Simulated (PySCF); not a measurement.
Precursor series W F-OH. All species are isolated molecules in the gas phase. One relaxed conformer stands for each flexible species; it need not be the lowest.

The LUMO from two functionals at the same geometries (TPSS-D3(BJ)/def2-SVP), both in PySCF: PBE-D3(BJ)/def2-TZVP and TPSSh-D3(BJ)/def2-TZVP. 

```
species                                 PBE-D3(BJ)/def2-TZVP (eV)  TPSSh-D3(BJ)/def2-TZVP (eV)
--------------------------------------  -------------------------  ---------------------------
1 of 6 F replaced by OH ([W(F)5(OH)])                       -4.72                        -4.49
2 of 6 F replaced by OH ([W(F)4(OH)2])                      -4.09                        -3.84
3 of 6 F replaced by OH                                     -3.63                        -3.36
6 of 6 F replaced by OH ([W(OH)6])                          -3.41                        -3.12
```

Over these rows, drawn at random from the members with no instability flagged (it was tested for open shells, ions and some series alone), PBE minus TPSSh-D3(BJ): mean -0.25 eV, from -0.29 eV to -0.22 eV.
